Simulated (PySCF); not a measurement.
Atoms are numbered as in `[O:1]=[C:2]([OH:3])[C@@:4]12[CH2:5][CH:6]=[CH:7][C@@H:8]1[CH2:9]2` (H(Xn): hydrogen on atom n). Ha(C9) is cis to C7 on the ring; Ha(C5) is cis to C9 on the ring; Hb(C9) is trans to C7 on the ring; Hb(C5) is trans to C9 on the ring.

Computed data (PySCF 2.14): NMR shieldings at PBE0/pcSseg-1/GIAO, geometry from GFN2-xTB. No relativistic terms, in vacuum, a single conformation.

Q: List the cross peaks expected in HSQC, COSY and HMBC spectra.

A: 

HSQC (one-bond C–H):
```tsv
δH	δC
6.15 (H(C7))	140.7 (C7)
5.76 (H(C6))	139.1 (C6)
3.54 (Hb(C5))	41.3 (C5)
2.52 (H(C8))	41.8 (C8)
2.49 (Ha(C5))	41.3 (C5)
1.97 (Hb(C9))	29.3 (C9)
0.39 (Ha(C9))	29.3 (C9)
```

COSY cross peaks (H two or three bonds apart, from the bond graph; peaks can be absent where the dihedral angle is near 90°):
```tsv
δH	δH
6.15 (H(C7))	5.76 (H(C6))
6.15 (H(C7))	2.52 (H(C8))
5.76 (H(C6))	3.54 (Hb(C5))
5.76 (H(C6))	2.49 (Ha(C5))
3.54 (Hb(C5))	2.49 (Ha(C5))
2.52 (H(C8))	1.97 (Hb(C9))
2.52 (H(C8))	0.39 (Ha(C9))
1.97 (Hb(C9))	0.39 (Ha(C9))
```

HMBC (two and three bonds, from the bond graph):
```tsv
δH	δC
6.15 (H(C7))	139.1 (C6), 41.8 (C8), 41.3 (C5), 31.3 (C4), 29.3 (C9)
5.76 (H(C6))	140.7 (C7), 41.8 (C8), 41.3 (C5), 31.3 (C4)
3.54 (Hb(C5))	178.9 (C2), 140.7 (C7), 139.1 (C6), 41.8 (C8), 31.3 (C4), 29.3 (C9)
2.52 (H(C8))	178.9 (C2), 140.7 (C7), 139.1 (C6), 41.3 (C5), 31.3 (C4), 29.3 (C9)
2.49 (Ha(C5))	178.9 (C2), 140.7 (C7), 139.1 (C6), 41.8 (C8), 31.3 (C4), 29.3 (C9)
1.97 (Hb(C9))	178.9 (C2), 140.7 (C7), 41.8 (C8), 41.3 (C5), 31.3 (C4)
0.39 (Ha(C9))	178.9 (C2), 140.7 (C7), 41.8 (C8), 41.3 (C5), 31.3 (C4)
```

References, each an isolated molecule treated in the same way: ¹H (σ = 31.72 ppm), ¹³C (σ = 186.93 ppm) vs TMS.

Short H···H contacts in this conformer between protons four or more bonds apart (candidates for NOE cross peaks, intensity ∝ r⁻⁶): Ha(C5)···Ha(C9) 2.67 Å.

The OH or NH signal is concentration- and solvent-dependent in practice; the value given is the gas-phase one. Shifts are as computed. Against solution values, carbons near 30 ppm lie about +3 ppm off and those near 130 ppm about +5 ppm. Of 1211 compounds with measured shifts, 218 miss one by over three times the rms of a fit or turn the order of signals round; such compounds aren't used in these exercises. The C=O carbon of an acid or of an amide with N–H lies up to 10 ppm further downfield in solution, through hydrogen bonding that the calculation lacks.
